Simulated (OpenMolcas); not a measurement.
# Ru3+: effect of the metal basis

Ru3+ with its 6 nearest chloride ions at 2.503 Å, on the Y site of Cs2NaYCl6 (a = 10.7396 Å, distance in the model lattice 2.619 Å). The rest of the host is ab initio model potentials to 7.6 Å and point charges beyond; the distance is set by hand and nothing relaxes.

```json
{
 "Program": "OpenMolcas",
 "Method": "SS-CASPT2, IPEA 0.25 Eh, imaginary shift 0.1 Eh (closed shells correlated: 4s 4p and the ligand valence shells)",
 "Spin-orbit coupling": "state interaction with AMFI integrals over the reference wave functions"
}
```

Fixed: ligand basis ANO-RCC-VDZP, active space 5 electrons in 5 orbitals (4d), DKH2 Hamiltonian.

States (labels of O, the rotations of Oh). Energies in cm-1 above the lowest state or level, χT in cm3 K/mol; under a threefold ground state the first gap can be a small split of the lowest multiplet, not the spin-orbit step.

```csv
Run,Metal basis,Ground state,First state of that spin,First gap with spin-orbit (degeneracies),χT at 300 K,First state of another spin,Cost
A,ANO-RCC-VDZP,2T2,13990,"1910 (2, 4)",0.660,2S+1 = 4: 8660,roughly 7 core-minutes
B,ANO-RCC-VTZP,2T2,14600,"1890 (2, 4)",0.669,2S+1 = 4: 9310,roughly 14 core-minutes
```

Costs are those of the CASPT2 steps.

Roots that are degenerate in the reference are averaged as groups; the widest CASPT2 spread within a group is 350 cm-1 (the 3-fold group of multiplicity 2 near 34800 cm-1 above the lowest state of its run, A). Shifts and gaps below about the spread of the groups concerned are not significant. Over all roots computed the reference weight is 0.64 to 0.67 in A, 0.64 to 0.66 in B; a low but even weight reflects the number of correlated electrons. An orbital triplet at a regular site is open to Jahn-Teller coupling, which can distort the site and quench the lowest spin-orbit gaps and is left out. This shell can be high or low spin here, a state of another spin lies low, and with metal d orbitals alone active their balance is uncertain, so the ground spin may be wrong, although the usual error favours high spin. Ligand-to-metal charge-transfer states are missing. These CASPT2 states fit no ligand-field parameters well, so their order and spin gaps are uncertain. With no ligand orbital active B as a rule stays too high, so bands that hang on it stand too high and its fall with covalency is understated. With one d shell and no ligand orbital active, 10Dq can be off by a tenth or more. The least metal-like active orbital is 79 % on the metal (Löwdin) and no ligand orbital is active, so the numbers are rough (holds for A). The least metal-like active orbital is 82 % on the metal (Löwdin) and no ligand orbital is active, so the numbers are rough (holds for B). No measured value stands beside these numbers; the geometry was set by hand and not optimised.

A state without a sure symmetry label is named by its multiplicity alone.
